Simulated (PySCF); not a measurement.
A calculated (MN15, PySCF 2.14, 6-31G*, no relativity, point nucleus) atom or ion has these occupied shells.

```tsv
shell	electrons	orbital energy (eV)	rms radius, mean of both spins (bohr)
1s β	1	-6363.9	0.0713
1s α	1	-6363.8	0.0713
2s α	1	-733.70	0.308
2s β	1	-732.91	0.308
2p α	3	-641.11	0.275
2p β	3	-640.04	0.275
3s α	1	-94.650	0.931
3s β	1	-91.552	0.931
3p α	3	-67.284	0.993
3p β	3	-62.792	0.993
3d α	5	-18.985	1.24
4s α	1	-13.103	3.11
```

**Question.** Name the element and its charge.

**Answer.** Mn⁺ (manganese, charge +1), in [Ar] 3d5 4s1, high-spin 7S determinant.
